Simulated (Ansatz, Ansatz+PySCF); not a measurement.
```xyz
2

Be    0.0000    0.0000    0.0000
Be    0.0000    0.0000    2.4500
```

Basis set: cc-pVDZ (spherical functions). All electrons are correlated. Charge 0, multiplicity 1.

Computed with Ansatz (development build ahead of 0.2.0); each method stands on the lowest determinant of its kind that the runs found. Restricted open shells among the atoms or ions are ROHF, correlated in semicanonical orbitals with singles. Restricted functionals stand beside restricted open-shell atoms, which can lie above the unrestricted atoms usual in DFT and then raise those values.

The atomization energy at this shape (free ground-state atoms in the same class of orbitals less the molecule, no zero-point energy) of singlet Be2:

| method | atomization energy |
| --- | --- |
| ωB97X (unrestricted) | 0.11 eV |
| ωB97X (restricted) | 0.01 eV |
| r²SCAN (restricted) | 0.35 eV |
| PBE0 (unrestricted) | 0.33 eV |
| PBE0 (restricted) | 0.27 eV |
| PBE (unrestricted) | 0.42 eV |
| RHF-CCSDT(Q) | 0.01 eV |
| RHF-CCSD(T) | -0.02 eV |
| UHF-CCSD(T) | -0.09 eV |
| RHF-MP2 | -0.04 eV |
| UHF-MP2 | 0.04 eV |
| UHF | 0.25 eV |
| RHF | -0.34 eV |
| RHF-CCSD | -0.10 eV |

(1) What does r²SCAN (unrestricted) give?

Answers

(1) 0.49 eV. Caution for ωB97X (unrestricted), PBE0 (unrestricted), UHF-CCSD(T), UHF-MP2, UHF: the determinant breaks the point group. Caution for ωB97X (unrestricted), PBE0 (unrestricted): the unrestricted determinant is spin contaminated. Caution for RHF-CCSDT(Q), RHF-CCSD(T), RHF-MP2, RHF, RHF-CCSD: an unrestricted determinant lies well below. Caution for RHF-CCSDT(Q), RHF-CCSD(T), UHF-CCSD(T), RHF-MP2, UHF-MP2, RHF-CCSD: large amplitudes, a single reference is doubtful. Caution for UHF-CCSD(T), UHF-MP2: another reference gives a lower total. Caution for UHF-CCSD(T), UHF-MP2, UHF: the unrestricted determinant is a mixture of spin states. Caution for UHF: a free atom is spin contaminated.
